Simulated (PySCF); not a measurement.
# Working out the ionisation energy of Br

Br [Ar] 3d10 4s2 4p5 (2P) → Br⁺ [Ar] 3d10 4s2 4p4 (3P). All numbers are calculated (PySCF 2.14, scalar relativity through the core potential, in aug-cc-pVTZ-PP with one added diffuse shell each of s, d, f type with ECP10MDF (7s5p5d3f, 68 functions)). Frozen: 3s2 3p6 3d10. Energies in hartree (1 hartree = 27.21139 eV):

| part | Br (lower) | Br⁺ (upper) |
| --- | --- | --- |
| UHF | -415.491829 | -415.097965 |
| MP2 opposite-spin | -0.106212 | -0.081982 |
| MP2 same-spin | -0.031103 | -0.023809 |

Problem. What does Hartree-Fock give?

Solution. (-415.097965) − (-415.491829) = 0.393864 hartree = 10.718 eV.

Problem. What do MP2 and SCS-MP2 (6/5 opposite-spin, 1/3 same-spin) give?

Solution. The opposite-spin parts differ by 0.659 eV and the same-spin parts by 0.198 eV. MP2: 10.718 + (0.659) + (0.198) = 11.575 eV. SCS-MP2: 10.718 + 1.2 × (0.659) + (0.198)/3 = 11.575 eV.

Measured between the centres of the two terms (NIST): 11.844 eV, so MP2 (valence) is off by -0.269 eV.

What remains against the reference includes basis incompleteness, the frozen core and correlation beyond second order.
